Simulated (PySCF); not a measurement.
A structure optimised at PBE0-D3(BJ)/def2-TZVP, used in a PySCF frequency run:

```xyz
9

C      1.1815     0.0001    -0.1686
N      0.0000     0.0000     0.6323
C     -1.1815    -0.0001    -0.1686
H      2.0739     0.0052     0.4585
H      1.2122     0.8772    -0.8344
H      1.2168    -0.8835    -0.8256
H     -1.2168     0.8835    -0.8256
H     -2.0739    -0.0052     0.4585
H     -1.2122    -0.8772    -0.8344
```
Charge 0, spin multiplicity 2.

**Question.** Write its SMILES, formula and point group.

**Answer.** C[N]C, C2H6N, C2

**Question.** What are its rotational constants (standard atomic weights)?

**Answer.** 40.493, 9.8564, 8.7885 GHz
